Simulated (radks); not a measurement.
Initial-state core-level shifts of the iron ion Fe+ when its valence configuration changes from [Ar] 3d6 4s1. All-electron calculation, Dirac Kohn-Sham, PBE, spin-unpolarised, spherical densities, finite nucleus; open shells fill j = l - 1/2 first; Fermi nuclear charge, rms radius 3.7377 fm. Program: a radial shooting solver on a logarithmic mesh with Libxc functionals. Shifts are changes of the shell-averaged eigenvalues in eV (positive: less bound); the change of the density at the nucleus, which sets a Mossbauer isomer shift, is in e/bohr^3, on a base of 1.51e+04.

[
 {"valence": "3d6 4p1", "2s": "-1.375", "2p": "-1.378", "3s": "-1.453", "3p": "-1.452", "density at nucleus": "-7.387"},
 {"valence": "3d5 4s1 4p1", "2s": "-9.022", "2p": "-8.942", "3s": "-7.954", "3p": "-7.737", "density at nucleus": "+3.549"},
 {"valence": "3d5 4s2", "2s": "-7.644", "2p": "-7.564", "3s": "-6.534", "3p": "-6.323", "density at nucleus": "+11.768"},
 {"valence": "3d7", "2s": "+5.954", "2p": "+5.890", "3s": "+5.364", "3p": "+5.203", "density at nucleus": "-8.653"},
 {"valence": "3d5 4p2", "2s": "-10.335", "2p": "-10.254", "3s": "-9.309", "3p": "-9.084", "density at nucleus": "-5.218"},
 {"valence": "3d5.5 4s1 4p0.5", "2s": "-4.321", "2p": "-4.284", "3s": "-3.869", "3p": "-3.767", "density at nucleus": "+1.641"},
 {"valence": "3d4 4s1 4p2", "2s": "-19.451", "2p": "-19.273", "3s": "-16.617", "3p": "-16.139", "density at nucleus": "+8.147"},
 {"valence": "3d5.5 4s0.5 4p1", "2s": "-5.003", "2p": "-4.966", "3s": "-4.581", "3p": "-4.477", "density at nucleus": "-2.321"},
 {"valence": "3d6 4s0.5 4p0.5", "2s": "-0.697", "2p": "-0.698", "3s": "-0.735", "3p": "-0.735", "density at nucleus": "-3.621"}
]
